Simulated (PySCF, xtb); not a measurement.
InO, SMILES [In]=[O], multiplicity 2.

Harmonic wavenumbers (cm⁻¹) from GFN2-xTB (xtb) at its own minimum, in rising order: 537.

What does B3LYP-D3(BJ)/def2-TZVP in PySCF give at its own minimum? (The exact figures need the calculation; the answer reports its results.)

569. Paired by order, the mean absolute difference is 33 cm⁻¹ and the zero-point energies are 0.8 and 0.8 kcal/mol.
